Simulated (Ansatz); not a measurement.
Relaxation of CH$_{8}$GeSSi (12 atoms, charge 0, multiplicity 1), to a largest force component of 0.015 eV/Å in at most 40 steps.

All numbers below come from RKS PBE-D4/def2-SVP (Ansatz 0.2.0).

```xyz
12
Properties=species:S:1:pos:R:3
Si -0.571 2.285 0.421
S -1.291 0.346 -0.102
C 0.347 -0.373 -0.043
Ge 0.344 -2.259 -0.449
H -1.771 3.233 0.428
H 0.027 2.322 1.728
H 0.369 2.802 -0.596
H 1.082 0.133 -0.779
H 0.809 -0.241 1.032
H -0.315 -2.449 -1.845
H 1.677 -2.893 -0.365
H -0.630 -2.963 0.604
```

Q: Where does it end, and by what steps?

A: It converged. After 7 steps the energy has fallen by 0.325 eV; H7 moved furthest, 0.17 Å.

```
step  energy less start (eV)  largest force component (eV/Å)  accepted
   0                  0.0000                           2.436       yes
   1                 -0.2704                           1.097       yes
   2                 -0.0520                           1.972        no
   3                 -0.3195                           0.211       yes
   4                 -0.3225                           0.086       yes
   5                 -0.3232                           0.068       yes
   6                 -0.3245                           0.023       yes
   7                 -0.3247                           0.004       yes
```

```xyz
12
Properties=species:S:1:pos:R:3
Si -0.629 2.407 0.421
S -1.204 0.394 -0.088
C 0.449 -0.411 -0.024
Ge 0.269 -2.339 -0.449
H -1.892 3.220 0.413
H 0.014 2.464 1.783
H 0.350 2.966 -0.579
H 1.139 0.052 -0.760
H 0.895 -0.310 0.987
H -0.328 -2.498 -1.869
H 1.677 -2.990 -0.393
H -0.662 -3.009 0.592
```

The run took 23 s on 2 threads of Arm Neoverse V1 (shared host), peak memory 0.17 GiB.
